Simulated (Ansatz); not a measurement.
InCl2I (InICl2). The state is a singlet with charge 0. Geometry PBE0-D4/def2-SVP.

```csv
atom,x (Å),y (Å),z (Å)
In1,-0.033,0.037,-0.014
Cl2,-1.790,-0.398,-1.477
Cl3,0.171,2.216,0.777
I4,1.652,-1.855,0.715
```

In the def2 sets I, In take a core potential; there is no spin–orbit coupling. B3LYP takes the VWN-RPA correlation.

Estimate the orbital energies around the gap (eV) in Ansatz with PBE-D4/def2-SVP, PBE-D4/def2-TZVPD, B3LYP-D4/def2-TZVP, PBE0-D4/def2-TZVPD, ωB97X-V/def2-TZVP.


| orbital | PBE-D4/def2-SVP | PBE-D4/def2-TZVPD | B3LYP-D4/def2-TZVP | PBE0-D4/def2-TZVPD | ωB97X-V/def2-TZVP |
| --- | --- | --- | --- | --- | --- |
| HOMO−9 | -17.68 | -17.77 | -19.37 | -19.75 | -22.67 |
| HOMO−8 | -11.32 | -11.41 | -12.45 | -12.76 | -15.27 |
| HOMO−7 | -9.15 | -9.28 | -10.25 | -10.59 | -12.92 |
| HOMO−6 | -8.89 | -8.98 | -9.90 | -10.22 | -12.59 |
| HOMO−5 | -8.17 | -8.37 | -9.45 | -9.77 | -12.26 |
| HOMO−4 | -7.77 | -8.01 | -9.08 | -9.41 | -11.84 |
| HOMO−3 | -7.72 | -7.89 | -8.97 | -9.30 | -11.71 |
| HOMO−2 | -7.67 | -7.89 | -8.88 | -9.19 | -11.42 |
| HOMO−1 | -7.19 | -7.34 | -8.20 | -8.48 | -10.72 |
| HOMO | -7.04 | -7.18 | -8.06 | -8.34 | -10.58 |
| LUMO | -3.81 | -3.96 | -3.39 | -3.16 | -1.12 |
| LUMO+1 | -2.51 | -2.70 | -2.21 | -2.01 | -0.15 |
| LUMO+2 | 0.03 | -0.49 | 0.20 | -0.04 | 2.08 |
| LUMO+3 | 0.36 | -0.43 | 0.40 | 0.17 | 2.24 |
| LUMO+4 | 2.07 | -0.38 | 1.47 | 0.22 | 2.79 |
| LUMO+5 | 3.04 | 0.41 | 1.53 | 0.70 | 3.58 |
